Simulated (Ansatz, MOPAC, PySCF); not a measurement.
Molecule: PbS, net charge 0, singlet state. SMILES: [S]=[Pb]
Coordinates optimised at B3LYP-D3(BJ)/def2-TZVP (Ansatz, a quantum-chemistry and plane-wave program):
```xyz
2

Pb     0.0000     0.0000    -0.3764
S      0.0000     0.0000     1.9291
```
Charge 0, spin multiplicity 1.

Property: size of the dipole moment, in D. Terms: no spin-orbit coupling; LANL2DZ with its own core potentials from Na on; 6-31G* and kin with 6d, 5d where marked; def2 sets with scalar-relativistic core potentials past Kr; PM7 with its own dispersion and hydrogen-bond terms. Ab initio and DFT rows: single points at B3LYP-D3(BJ) geometries (Ansatz). Semi-empirical rows: dipoles at the shared geometry.

```json
[
 {"level": "AM1", "program": "MOPAC", "size of the dipole moment (D)": "4.64"},
 {"level": "PM3", "program": "MOPAC", "size of the dipole moment (D)": "3.76"},
 {"level": "PM6", "program": "MOPAC", "size of the dipole moment (D)": "4.25"},
 {"level": "PM7", "program": "MOPAC", "size of the dipole moment (D)": "5.22"},
 {"level": "SVWN5/6-31G* with LANL2DZ past Ar", "program": "Ansatz", "size of the dipole moment (D)": "4.09"},
 {"level": "PBE/6-31G* with LANL2DZ past Ar", "program": "Ansatz", "size of the dipole moment (D)": "4.00"},
 {"level": "BLYP/6-31G* with LANL2DZ past Ar", "program": "Ansatz", "size of the dipole moment (D)": "3.94"},
 {"level": "BP86/def2-SVP", "program": "PySCF", "size of the dipole moment (D)": "3.37"},
 {"level": "BP86/6-31G* with LANL2DZ past Ar (5d)", "program": "PySCF", "size of the dipole moment (D)": "4.03"},
 {"level": "B3LYP/LANL2DZ", "program": "Ansatz", "size of the dipole moment (D)": "4.64"},
 {"level": "B3LYP/def2-SVP", "program": "Ansatz", "size of the dipole moment (D)": "3.59"},
 {"level": "B3LYP/6-31G* with LANL2DZ past Ar", "program": "Ansatz", "size of the dipole moment (D)": "4.41"},
 {"level": "PBE0/6-31G* with LANL2DZ past Ar", "program": "Ansatz", "size of the dipole moment (D)": "4.57"}
]
```

No value to compare with is used here. The 13 habitual levels span 3.37 (BP86/def2-SVP) to 5.22 D (PM7).

The levels are drawn from those run, B3LYP/6-31G* more often than the rest, none by its result; left out are runs that failed, that the program found above a lower state of the same kind, or whose <S^2> lies over 0.5 above the pure value.
